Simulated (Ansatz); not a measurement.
AlF2, SMILES [F][Al+][F], charge +1.

Geometry: B3LYP-D3(BJ)/def2-TZVP. The spin state was assumed, not searched. The isomer is the one that the SMILES or the coordinates give; other isomers of the formula were not compared.

Two levels are set side by side: PBE/def2-TZVPD (Ansatz, a quantum-chemistry and plane-wave program) and CAM-B3LYP/def2-TZVPD (Ansatz). Energy differences of separate SCF runs at the same geometry; the states with an electron removed or added have multiplicity 2 and 2. Differences are taken from unrounded values.

```tsv
quantity	PBE
vertical ionisation energy (eV)	21.75
vertical electron affinity (eV)	8.04
vertical singlet–triplet gap (eV)	6.27
```

These are the PBE values. What does CAM-B3LYP give? (The exact figures need the calculation; the answer reports its results.)


```csv
quantity,CAM-B3LYP,PBE minus CAM-B3LYP
vertical ionisation energy (eV),22.76,-1.01
vertical electron affinity (eV),8.10,-0.06
vertical singlet–triplet gap (eV),7.19,-0.92
```
